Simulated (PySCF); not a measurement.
**NMR problem set**

Computed data (PySCF 2.14): PBE0/pcSseg-1 with gauge-including orbitals, GFN2-xTB structure. In vacuum, equivalent nuclei averaged, one conformer, non-relativistic Hamiltonian.

Referencing at the same level of theory: ¹H (σ = 31.72 ppm) and ¹³C (σ = 186.93 ppm) vs TMS. Splittings of carbon signals by F and P are missing where no couplings were computed. Where no couplings were computed, multiplicities follow the n + 1 count of equivalent neighbours, and m marks all less simple cases (inequivalent or close neighbours, rings, F or P nearby). Shifts are as computed. Against solution values, carbons near 30 ppm lie about +3 ppm off and those near 130 ppm about +5 ppm. Of 1211 compounds with measured shifts, 218 miss one by over three times the rms of a fit or turn the order of signals round; such compounds aren't used in these exercises.

Question: C5H4F3NO2. ¹H NMR (400 MHz, computed): δ 4.90 (s, 1H), 2.67 (s, 3H). ¹³C{¹H} NMR (computed): δ 202.3 (C), 130.3 (C), 116.5 (C), 73.1 (CH), 27.8 (CH3). What is it?

Answer: `CC(=O)[C@H](C#N)OC(F)(F)F`. The formula gives 3 degrees of unsaturation (no ring in the answer). 5 carbon signals for 5 carbons: no two carbons are equivalent. Carbon types of the structure: 3 × C, 1 × CH, 1 × CH3, which accounts for all hydrogens. δC 202.3: ketone carbonyl carbon; the double bond to the heteroatom, with no lone-pair donor beside it, deshields it most. δC 130.3: CF3 carbon; 4 electronegative neighbours deshield it. δC 116.5: nitrile carbon; this is the usual window of a C≡N carbon, which has no attached hydrogen. δC 73.1: sp3 CH bonded to O, α to a carbonyl; the inductive effect lowers its shielding.

The shifts were computed for this structure.

Question: C5H3F6P. ¹H NMR (500 MHz, computed): δ 1.65 (m, 3H). ¹³C{¹H} NMR (computed): δ 168.6 (C), 133.1 (C), 8.2 (CH3). What is it?

Answer: SMILES CP(C(F)=C(F)F)C(F)=C(F)F. 3 carbon signals for 5 carbons: some carbons are equivalent by symmetry or fast rotation. Carbon types of the structure: 4 × C, 1 × CH3, which accounts for all hydrogens. δC 168.6, 133.1: fully substituted alkene carbon. δC 8.2: methyl carbon bonded to P. δH 1.65: hydrogen on a methyl carbon bonded to P.

The data come from this structure; uniqueness wasn't tested.
